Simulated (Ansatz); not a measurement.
`C/C=N\[SiH3]` + `CC[TeH]` → `CC[Te][SiH3]` + `CC=N` at 400 K and 1 bar (ligand exchange at the Si–N bond).

Program: Ansatz. Geometries: PBE0-D4/def2-TZVP. ΔE: electronic, gas phase. CCSD(T)/CBS is the MP2 limit (def2-TZVPP, def2-QZVPP) plus CCSD(T) − MP2 in def2-TZVPP, frozen cores. Elements past krypton have def2 core potentials. For Te outer-core shells are correlated without core-valence functions, which leaves a few kJ/mol of doubt a bond. One conformer a species, not always the lowest.

```
       species  CCSD(T)/CBS energy (Eh)  H − E (kJ/mol)  S (J/(mol·K))
`C/C=N\[SiH3]`               -424.08411           248.5          350.0
     `CC[TeH]`               -347.43450           213.3          336.4
`CC[Te][SiH3]`               -637.73763           272.4          411.5
        `CC=N`               -133.79309           199.7          281.6
```

H − E and S are ideal-gas, rigid-rotor, harmonic terms from PBE0-D4/def2-TZVP, for one conformer and one mirror image of each species. 1 Eh = 2625.50 kJ/mol, R = 8.31446 J/(mol·K).

Question: By hand: ΔE, ΔH, ΔS and ΔG.

Answer: ΔE = (-637.73763) + (-133.79309) − (-424.08411) − (-347.43450) = -0.01211 Eh = -31.8 kJ/mol. Δ(H − E) = 272.4 + 199.7 − 248.5 − 213.3 = 10.3, so ΔH = -21.5 kJ/mol. ΔS = 411.5 + 281.6 − 350.0 − 336.4 = 6.7 J/(mol·K). ΔG = -21.5 − 400 × (6.7)/1000 = -24.2 kJ/mol.

Question: By hand: the equilibrium constant, and the temperature at which ΔG would vanish if ΔH and ΔS stayed fixed.

Answer: log₁₀ K = −ΔG/(RT ln 10) = 3.2. ΔH and −TΔS have one sign here, so there is no such temperature.

The number of gas molecules stays the same, so ΔS is small and ΔH decides. A doubt of 5 kJ/mol in ΔE shifts log₁₀ K by 0.7 here. Other conformers and mirror images would add mixing entropy, several J/(mol·K) or more a flexible species. Modes under 60 cm⁻¹, often nearly free rotors, make the harmonic entropy too high. These are equilibria of isolated gas molecules and say nothing of rates. Largest T1 diagnostic: 0.013 (customary marks: 0.02 for closed shells, 0.045 for open ones).

ΔS is within the doubt of such terms, so its sign, and with it that verdict, could turn.
